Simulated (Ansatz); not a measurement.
One change: `[CH3][In]([OH])[F]` becomes `[CH3][In]([F])[TeH]`.

Ansatz, PBE0-D4/def2-TZVP geometries, multiplicity 1. Each molecule was computed in one conformer, which needn't be the lowest.

Elements past krypton have def2 core potentials.

| property | `[CH3][In]([OH])[F]` |
| --- | --- |
| LUMO energy (ωB97M-V/def2-TZVPP) / eV | 0.42 |
| size of the dipole moment (ωB97M-V/def2-TZVPP) / D | 4.92 |
| HOMO–LUMO gap (PBE0/def2-TZVPP) / eV | 7.18 |
| LUMO energy (B3LYP/def2-TZVPP) / eV | -1.67 |
| HOMO energy (ωB97M-V/def2-TZVPP) / eV | -10.74 |
| LUMO energy (PBE/def2-TZVPP) / eV | -2.20 |

Q: What does the change do to each property? (Best estimate.)

A: Ansatz gave: 
```csv
property,`[CH3][In]([F])[TeH]`,shift
LUMO energy (ωB97M-V/def2-TZVPP) / eV,0.25,-0.17
size of the dipole moment (ωB97M-V/def2-TZVPP) / D,3.07,-1.85
HOMO–LUMO gap (PBE0/def2-TZVPP) / eV,5.40,-1.78
LUMO energy (B3LYP/def2-TZVPP) / eV,-1.73,-0.06
HOMO energy (ωB97M-V/def2-TZVPP) / eV,-8.89,1.85
LUMO energy (PBE/def2-TZVPP) / eV,-2.24,-0.04
```

With PBE0 the HOMO rises by 1.65 eV and the LUMO falls by 0.12 eV, so the gap narrows by about 1.77 eV. PBE moves the HOMO by 1.17 eV and ωB97M-V by 1.85 eV. Dipoles are sizes alone; their direction can turn.

B3LYP here is the variant with VWN-RPA as its local correlation; programs differ in this.

Spin–orbit coupling is left out; it splits and shifts lone-pair levels of the heavy atoms by tenths of an eV.
